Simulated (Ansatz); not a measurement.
Program: Ansatz. Geometries: PBE0-D4/def2-TZVP. ΔE: electronic, gas phase. CCSD(T)/CBS is the MP2 limit (def2-TZVPP, def2-QZVPP) plus CCSD(T) − MP2 in def2-TZVPP, frozen cores. Functionals use def2-TZVPP. B3LYP here is the variant with VWN-RPA as its local correlation; programs differ in this. def2 core potentials past Kr. For Sb outer-core shells are correlated without core-valence functions, which leaves a few kJ/mol of doubt a bond. One conformer a species, not always the lowest.

`C[O][Sb]([SiH3])[O]C` + `CO[CH2][AlH][CH3]` → `C[O][Sb]([CH3])[O]C` + `CO[CH2][AlH][SiH3]`  (redistribution)

```
   level  ΔE (eV)
B3LYP-D4     0.19
  B2PLYP     0.18
```

What does CCSD(T)/CBS give? (Best estimate.)

Ansatz gave: +0.12 eV. The listed levels differ from it by 0.07, 0.06 eV.

Largest T1 diagnostic among the species: 0.015.
